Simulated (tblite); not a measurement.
A geometry optimisation, step by step.

C5H12BBrSi.
Numbering: `[CH3:1][BH:2]/[CH:3]=[CH:4]\[CH2:5][SiH2:6][CH2:7][Br:8]` (hydrogens: H9, H10, H11 on C1; H12 on B2; H13 on C3; H14 on C4; H15, H16 on C5; H17, H18 on Si6; H19, H20 on C7)

Computed with GFN2-xTB (tblite), gas phase: L-BFGS steps from a force-field or distance-geometry start until the largest atomic force falls under 0.01 eV/Å. 5 of its 273 geometries are shown.

Step 0: E = -647.7559 eV, largest atomic force 1.500 eV/Å
```
atom  x, y, z in Å  |  force x, y, z in eV/Å
C1      3.876    0.013    0.450   -0.567   0.306  -0.070
B2      2.345    0.293    0.062    0.162  -0.639   0.252
C3      1.315   -0.894    0.112   -0.469   1.084  -0.356
C4      0.001   -0.755   -0.200    1.371  -0.381   0.476
C5     -0.631    0.540   -0.598    0.108   0.302  -0.133
Si6    -2.474    0.346   -0.923    0.150   0.497  -1.201
C7     -3.347   -0.169    0.642   -0.489  -1.054   0.338
Br8    -3.150    1.208    1.996   -0.077  -0.093   0.049
H9      4.298   -0.743   -0.240   -0.059   0.395   0.603
H10     3.924   -0.362    1.497    0.206   0.172  -0.833
H11     4.444    0.956    0.366    0.032  -0.715   0.164
H12     2.019    1.378   -0.234   -0.029  -0.059  -0.019
H13     1.670   -1.869    0.408   -0.069  -0.188  -0.005
H14    -0.611   -1.656   -0.132   -0.161   0.302  -0.124
H15    -0.159    0.915   -1.539   -0.166  -0.130   0.859
H16    -0.495    1.300    0.207    0.210  -0.445  -0.635
H17    -3.020    1.631   -1.382   -0.050  -0.062   0.065
H18    -2.679   -0.681   -1.956   -0.104  -0.032   0.099
H19    -2.912   -1.117    1.027   -0.425   0.660   0.043
H20    -4.419   -0.323    0.434    0.426   0.080   0.426
```

Step 68: E = -647.9792 eV, largest atomic force 0.031 eV/Å
```
atom  x, y, z in Å  |  force x, y, z in eV/Å
C1      3.879   -0.013    0.474   -0.003   0.002   0.001
B2      2.393    0.338    0.087    0.001   0.008   0.004
C3      1.346   -0.801    0.082    0.002   0.003   0.002
C4      0.048   -0.702   -0.234    0.001  -0.006  -0.004
C5     -0.658    0.558   -0.638   -0.006  -0.006  -0.006
Si6    -2.513    0.328   -0.981   -0.006  -0.004  -0.001
C7     -3.363   -0.207    0.650    0.007  -0.008  -0.029
Br8    -3.181    1.218    1.973    0.001   0.015   0.013
H9      4.273   -0.800   -0.170   -0.010  -0.002   0.001
H10     3.921   -0.419    1.485   -0.007  -0.002   0.000
H11     4.568    0.826    0.429   -0.006   0.004  -0.003
H12     2.091    1.435   -0.197    0.005   0.001   0.004
H13     1.683   -1.797    0.355    0.002   0.000  -0.006
H14    -0.572   -1.594   -0.208    0.001  -0.009   0.001
H15    -0.174    0.966   -1.527    0.010   0.000  -0.003
H16    -0.509    1.311    0.140    0.003  -0.002  -0.002
H17    -3.127    1.584   -1.413    0.002  -0.006   0.010
H18    -2.761   -0.756   -1.940    0.004   0.010   0.008
H19    -2.919   -1.092    1.098   -0.001   0.004   0.007
H20    -4.430   -0.374    0.532    0.001  -0.001   0.003
```

Step 136: E = -648.0852 eV, largest atomic force 0.060 eV/Å
```
atom  x, y, z in Å  |  force x, y, z in eV/Å
C1      3.353   -0.041    0.920   -0.020  -0.031   0.018
B2      1.794    0.035    0.714    0.013   0.010   0.002
C3      1.148   -0.941   -0.292    0.047   0.029   0.009
C4      0.146   -0.715   -1.148   -0.041   0.024  -0.037
C5     -0.616    0.552   -1.306   -0.023   0.000  -0.003
Si6    -2.448    0.268   -0.857   -0.003  -0.007  -0.004
C7     -2.534    0.043    1.043    0.017   0.029  -0.019
Br8    -2.836    1.768    1.906    0.018   0.013   0.000
H9      3.809   -0.928    0.486    0.027   0.006   0.009
H10     3.651    0.016    1.965   -0.017   0.010   0.031
H11     3.809    0.823    0.436    0.019   0.029  -0.003
H12     1.172    0.833    1.310   -0.003   0.009  -0.028
H13     1.615   -1.918   -0.375   -0.001  -0.041   0.006
H14    -0.163   -1.499   -1.832   -0.022  -0.018  -0.036
H15    -0.573    0.872   -2.348    0.019  -0.003  -0.027
H16    -0.177    1.345   -0.703    0.008  -0.005   0.027
H17    -3.277    1.400   -1.278    0.002   0.000   0.048
H18    -2.936   -0.972   -1.471   -0.026  -0.022   0.017
H19    -1.600   -0.331    1.453    0.027  -0.031   0.007
H20    -3.344   -0.600    1.372   -0.043  -0.002  -0.017
```

Step 204: E = -648.1816 eV, largest atomic force 0.052 eV/Å
```
atom  x, y, z in Å  |  force x, y, z in eV/Å
C1      2.582   -0.319    1.466   -0.041   0.022   0.003
B2      1.619    0.260    0.361   -0.004   0.045   0.004
C3      1.256   -0.590   -0.871    0.018  -0.013  -0.009
C4      0.240   -0.402   -1.727   -0.006  -0.016   0.008
C5     -0.803    0.647   -1.627    0.016   0.017   0.006
Si6    -2.281    0.002   -0.606   -0.035   0.018  -0.034
C7     -1.763    0.005    1.231    0.006  -0.028   0.020
Br8    -1.770    1.840    1.888    0.006   0.003   0.002
H9      2.810   -1.377    1.362   -0.007  -0.023  -0.007
H10     2.193   -0.153    2.470    0.005  -0.006   0.012
H11     3.528    0.221    1.431    0.016   0.013  -0.006
H12     1.214    1.355    0.493    0.025   0.003  -0.005
H13     1.887   -1.449   -1.081    0.005  -0.032  -0.009
H14     0.093   -1.093   -2.552    0.017   0.004   0.012
H15    -1.148    0.921   -2.623   -0.019   0.008  -0.023
H16    -0.406    1.540   -1.147    0.018   0.011   0.015
H17    -3.434    0.893   -0.761    0.003  -0.010   0.007
H18    -2.619   -1.379   -0.966   -0.010  -0.014   0.006
H19    -0.753   -0.367    1.389   -0.020   0.001  -0.020
H20    -2.451   -0.544    1.867    0.007  -0.002   0.016
```

Step 272: E = -648.1957 eV, largest atomic force 0.006 eV/Å
```
atom  x, y, z in Å  |  force x, y, z in eV/Å
C1      2.444   -0.105    1.528   -0.004   0.001   0.000
B2      1.720    0.373    0.214    0.000   0.001   0.003
C3      1.242   -0.657   -0.831    0.003   0.000  -0.003
C4      0.198   -0.546   -1.663   -0.002  -0.002   0.001
C5     -0.777    0.575   -1.663    0.004   0.000  -0.001
Si6    -2.300    0.115   -0.608   -0.002  -0.002   0.001
C7     -1.698   -0.183    1.180    0.001  -0.005  -0.004
Br8    -1.254    1.527    2.002    0.000   0.003   0.000
H9      2.520   -1.185    1.639   -0.001  -0.001   0.001
H10     1.940    0.289    2.410    0.003   0.003   0.000
H11     3.454    0.303    1.568    0.002  -0.001   0.000
H12     1.579    1.526    0.043   -0.001  -0.001  -0.001
H13     1.806   -1.583   -0.903   -0.003  -0.001  -0.001
H14    -0.036   -1.345   -2.359    0.002   0.000   0.000
H15    -1.104    0.786   -2.682    0.000   0.002   0.002
H16    -0.315    1.473   -1.255   -0.003   0.002   0.002
H17    -3.277    1.206   -0.597    0.003  -0.002   0.000
H18    -2.906   -1.142   -1.066    0.000   0.001   0.002
H19    -0.790   -0.779    1.221    0.000   0.001   0.000
H20    -2.452   -0.636    1.818   -0.001   0.000  -0.001
```

**Question.** Summarise the path.

**Answer.** The energy falls by 42.44 kJ/mol from step 0 to step 272; nine tenths of that is first reached at step 182. It rises by more than 0.2 meV at steps 94 and 198. The largest force goes from 1.500 to 0.006 eV/Å. Among the bonds Si6–C7 changes most, from 1.865 to 1.910 Å; the atoms move by 1.643 Å rms after alignment.

**Question.** Follow the three bonds and two angles with the largest change from start to end.

**Answer.** 
```csv
step,E above end (kJ/mol),largest force (eV/Å),Si6–C7 (Å),B2–C3 (Å),C1–B2 (Å),B2–C1–H9 (°),C5–C4–H14 (°)
0,42.44,1.500,1.865,1.573,1.604,109.4,119.6
12,21.93,0.070,1.918,1.548,1.572,110.9,115.8
24,21.22,0.043,1.914,1.547,1.575,110.6,115.8
35,21.05,0.022,1.915,1.548,1.575,110.7,115.7
47,20.95,0.018,1.914,1.547,1.574,110.6,115.5
59,20.92,0.013,1.915,1.547,1.575,110.8,115.5
71,20.87,0.021,1.915,1.548,1.575,111.0,115.3
83,20.70,0.058,1.913,1.547,1.574,111.4,115.3
95,19.16,0.139,1.911,1.546,1.572,113.5,115.4
106,14.39,0.178,1.920,1.549,1.575,114.6,113.7
118,12.88,0.103,1.918,1.546,1.576,113.8,114.2
130,11.26,0.090,1.912,1.544,1.575,114.8,113.6
142,9.93,0.078,1.914,1.544,1.573,113.0,114.1
154,6.81,0.113,1.905,1.543,1.574,114.4,113.7
166,4.98,0.052,1.911,1.545,1.576,114.5,113.4
177,4.49,0.047,1.909,1.544,1.574,114.4,113.5
189,3.66,0.110,1.912,1.542,1.575,114.9,113.6
201,1.63,0.086,1.910,1.540,1.578,115.1,114.0
213,1.12,0.036,1.910,1.542,1.576,114.2,114.1
225,0.87,0.033,1.910,1.542,1.576,114.3,114.4
237,0.65,0.028,1.910,1.542,1.575,114.8,114.4
248,0.37,0.032,1.911,1.543,1.575,114.8,114.6
260,0.10,0.037,1.911,1.544,1.574,114.8,114.4
272,0.00,0.006,1.910,1.544,1.575,114.8,114.4
```

The cost below is that of the whole relaxation. Time: 2.6 s of wall time. Hardware: one thread of an Arm Neoverse V1, no GPU, shared host with 32 logical CPUs at a one-minute load of 7.8.
